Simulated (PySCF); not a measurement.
Delta-SCF ions had no search for a lower state. Excitations are Tamm–Dancoff values on a coarser integration grid. The basis has no diffuse functions, so Rydberg states are missing or too high.

Z-matrix (Å, degrees):
```
Al
C 1 1.9616
H 2 1.0923 1 113.15
H 2 1.0938 3 108.15 1 124.60
H 2 1.0963 3 106.99 4 114.00
C 1 1.9621 2 121.09 3 -18.22
H 6 1.0921 1 113.28 2 2.88
H 6 1.0950 7 107.69 1 -123.25
H 6 1.0952 7 107.58 8 -113.83
C 1 1.9622 2 119.93 3 162.05
H 10 1.0924 1 113.03 2 13.54
H 10 1.0940 11 108.00 1 -124.34
H 10 1.0960 11 107.08 12 -113.92
```
Charge 0, multiplicity 1.

### Question
What is the computed LUMO, S1 excitation (TDA), T1 excitation (TDA), S1–T1 gap (TDA), HOMO, brightest of the four lowest singlets (TDA), vertical ionisation energy (Delta-SCF) and dipole moment (PySCF 2.14.0 with TPSSh-D3(BJ)/def2-TZVP // B3LYP-D3(BJ)/def2-TZVP)?

### Answer

```json
{
  "LUMO": "-0.68 eV",
  "S1 excitation (TDA)": "5.58 eV",
  "T1 excitation (TDA)": "5.28 eV",
  "S1–T1 gap (TDA)": "0.30 eV",
  "HOMO": "-6.87 eV",
  "brightest of the four lowest singlets (TDA)": "6.63 eV",
  "vertical ionisation energy (Delta-SCF)": "9.37 eV",
  "dipole_moment": "0.00 D"
}
```
